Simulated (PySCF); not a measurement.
# How methods differ on the excitation energy of Co²⁺

Co²⁺ [Ar] 3d7 (4F) → Co²⁺ [Ar] 3d6 4s1 (6D), as a difference of total energies. Computed with PySCF 2.14 in aug-cc-pVDZ, with no relativity, point nucleus. Correlated levels: valence: [Ar] frozen. The calculations carry no spin-orbit coupling.

```
           method  excitation energy (cm⁻¹)
              UHF                     41144
    MP2 (valence)                     50523
SCS-MP2 (valence)                     52380
   CCSD (valence)                     49282
CCSD(T) (valence)                     49418
```
